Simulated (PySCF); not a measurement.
H₄AlNO₂ (SMILES [NH2][Al]([OH])[OH]), singlet, geometry from GFN2-xTB (such geometries of metal compounds can be far from the true shape); DF-PBE/def2-TZVP in PySCF.

The PySCF input:
```python
from pyscf import gto, scf, dft

mol = gto.Mole()
mol.atom = '''
    Al    0.034285   -0.027434    0.012692
    O     1.526260   -0.507599   -0.510560
    H     2.241459   -0.494972   -1.127304
    O    -0.607077   -0.604103    1.417775
    H    -0.570594   -1.140487    2.195648
    N    -0.977416    1.127057   -0.881688
    H    -1.885982    1.422231   -0.567217
    H    -0.742139    1.574085   -1.752016
'''
mol.basis = 'def2-tzvp'
mol.charge = 0
mol.spin = 0
mol.verbose = 4
mol.max_memory = 1800
mol.build()

mf = dft.RKS(mol)
mf.xc = 'pbe'
mf = mf.density_fit(auxbasis='def2-universal-jkfit')
mf.kernel()
```

Question: Write the output that PySCF gives for this input, abridged.

Answer: 
```
PySCF version 2.14.0

[INPUT] verbose = 4
[INPUT] num. atoms = 8
[INPUT] num. electrons = 40
[INPUT] charge = 0
[INPUT] spin (= nelec alpha-beta = 2S) = 0
[INPUT] symmetry False subgroup None
[INPUT] Mole.unit = angstrom
[INPUT] Symbol           X                Y                Z      unit          X                Y                Z       unit  Magmom
[INPUT]  1 Al     0.034285000000  -0.027434000000   0.012692000000 AA    0.064789260181  -0.051842746501   0.023984403973 Bohr   0.0
[INPUT]  2 O      1.526260000000  -0.507599000000  -0.510560000000 AA    2.884213394879  -0.959223091103  -0.964818570158 Bohr   0.0
[INPUT]  3 H      2.241459000000  -0.494972000000  -1.127304000000 AA    4.235743629441  -0.935361519328  -2.130295819127 Bohr   0.0
[INPUT]  4 O     -0.607077000000  -0.604103000000   1.417775000000 AA   -1.147209266523  -1.141589221028   2.679206456255 Bohr   0.0
[INPUT]  5 H     -0.570594000000  -1.140487000000   2.195648000000 AA   -1.078266388320  -2.155208078627   4.149173385949 Bohr   0.0
[INPUT]  6 N     -0.977416000000   1.127057000000  -0.881688000000 AA   -1.847048549768   2.129829056774  -1.666148847316 Bohr   0.0
[INPUT]  7 H     -1.885982000000   1.422231000000  -0.567217000000 AA   -3.563989455859   2.687627075866  -1.071884783197 Bohr   0.0
[INPUT]  8 H     -0.742139000000   1.574085000000  -1.752016000000 AA   -1.402439456359   2.974589546786  -3.310830405856 Bohr   0.0

nuclear repulsion = 162.975179514406
number of shells = 62
number of NR pGTOs = 233
number of NR cGTOs = 154
basis = def2-tzvp
ecp = {}

******** <class 'pyscf.df.df_jk.DFRKS'> ********
method = DFRKS
initial guess = minao
damping factor = 0
level_shift factor = 0
DIIS = <class 'pyscf.scf.diis.CDIIS'>
diis_start_cycle = 1
diis_space = 8
diis_damp = 0
SCF conv_tol = 1e-09
SCF conv_tol_grad = None
SCF max_cycles = 50
direct_scf = False
XC library pyscf.dft.libxc version 7.1.2
    S. Lehtola, C. Steigemann, M. J. T. Oliveira, and M. A. L. Marques,  SoftwareX 7, 1–5 (2018)
XC functionals = pbe
    J. P. Perdew, K. Burke, and M. Ernzerhof,  Phys. Rev. Lett. 77, 3865 (1996)
    J. P. Perdew, K. Burke, and M. Ernzerhof,  Phys. Rev. Lett. 78, 1396 (1997)
    J. P. Perdew, K. Burke, and M. Ernzerhof,  Phys. Rev. Lett. 77, 3865 (1996)
    J. P. Perdew, K. Burke, and M. Ernzerhof,  Phys. Rev. Lett. 78, 1396 (1997)
radial grids:
    Treutler-Ahlrichs [JCP 102, 346 (1995); DOI:10.1063/1.469408] (M4) radial grids

becke partition: Becke, JCP 88, 2547 (1988); DOI:10.1063/1.454033
pruning grids: <function nwchem_prune>
grids dens level: 3
symmetrized grids: False
atomic radii adjust function: <function treutler_atomic_radii_adjust>
small_rho_cutoff = 0
Set gradient conv threshold to 3.16228e-05
Initial guess from minao.
tot grids = 100480
init E= -450.088901615347
  HOMO = -0.320825479704581  LUMO = -0.0903884522066392  gap/eV = 6.27051
cycle= 1 E= -449.555019359874  delta_E= 0.534  |g|= 1.42  |ddm|= 2.27
  HOMO = -0.0355576320105902  LUMO = 0.030737783523108  gap/eV = 1.80399
cycle= 2 E= -448.068883521078  delta_E= 1.49  |g|= 2.99  |ddm|= 2.77
  HOMO = -0.185952364261212  LUMO = -0.0333200097163484  gap/eV = 4.15334
cycle= 3 E= -449.905062513559  delta_E= -1.84  |g|= 0.263  |ddm|= 2.27
  HOMO = -0.235640540675702  LUMO = -0.0331252230500354  gap/eV = 5.51072
cycle= 4 E= -449.906830966894  delta_E= -0.00177  |g|= 0.257  |ddm|= 0.267
  HOMO = -0.205079086842133  LUMO = -0.0288987805499019  gap/eV = 4.79411
cycle= 5 E= -449.920220207243  delta_E= -0.0134  |g|= 0.0244  |ddm|= 0.133
  HOMO = -0.204323808009384  LUMO = -0.0279893356450174  gap/eV = 4.79831
cycle= 6 E= -449.920330666142  delta_E= -0.00011  |g|= 0.00714  |ddm|= 0.0222
  HOMO = -0.204130051721172  LUMO = -0.0284626789243134  gap/eV = 4.78015
cycle= 7 E= -449.92034057035  delta_E= -9.9e-06  |g|= 0.00327  |ddm|= 0.0073
  HOMO = -0.204173953675244  LUMO = -0.028478859666393  gap/eV = 4.78091
cycle= 8 E= -449.920342006131  delta_E= -1.44e-06  |g|= 0.00145  |ddm|= 0.002
  HOMO = -0.204179576668274  LUMO = -0.0284616721977571  gap/eV = 4.78153
cycle= 9 E= -449.920342375564  delta_E= -3.69e-07  |g|= 0.00014  |ddm|= 0.000801
  HOMO = -0.204202224765289  LUMO = -0.0284620485670573  gap/eV = 4.78213
cycle= 10 E= -449.920342379282  delta_E= -3.72e-09  |g|= 3.22e-05  |ddm|= 0.000111
  HOMO = -0.204198514694859  LUMO = -0.0284630733028237  gap/eV = 4.78200
cycle= 11 E= -449.920342379547  delta_E= -2.66e-10  |g|= 4.27e-06  |ddm|= 2.89e-05
  HOMO = -0.204197664398777  LUMO = -0.0284630225995386  gap/eV = 4.78198
Extra cycle  E= -449.920342379547  delta_E= 6.82e-13  |g|= 5.85e-06  |ddm|= 6.4e-06
converged SCF energy = -449.920342379547
```
